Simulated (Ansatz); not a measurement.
C2H10BNSi can be A, `BN[SiH](C)C`, or B, `CN(C)B[SiH3]`.

Program: Ansatz. Geometries: PBE0-D4/def2-TZVP. ΔE: electronic, gas phase. CBS: MP2 limit from def2 TZ/QZ plus the TZ coupled-cluster correction, frozen cores. Functionals use def2-TZVPP. B3LYP here is the variant with VWN-RPA as its local correlation; programs differ in this. Each species was taken in one conformer, which may not be the lowest.

Problem. Which is lower in electronic energy at CCSD(T)/CBS, and by how much? (An estimate is asked.)

Solution. Computed: A, by 201.6 kJ/mol.

Problem. Give E(B) − E(A) in kJ/mol with MP2/def2-TZVPP, HF/def2-TZVPP, CCSD(T)/def2-TZVPP, CCSD/def2-TZVPP, B2PLYP, B3LYP, r2SCAN-D4. (Estimate.)

Solution. Computed: MP2/def2-TZVPP 209.3, HF/def2-TZVPP 210.4, CCSD(T)/def2-TZVPP 195.5, CCSD/def2-TZVPP 198.6, B2PLYP 200.4, B3LYP 194.1, r2SCAN-D4 200.7. None reverses the order clearly.

Largest T1 diagnostic: 0.013.

From PBE to PBE0 (25 % exact exchange), in def2-TZVPP and without D4, E(B) − E(A) moves by +9.9 kJ/mol.
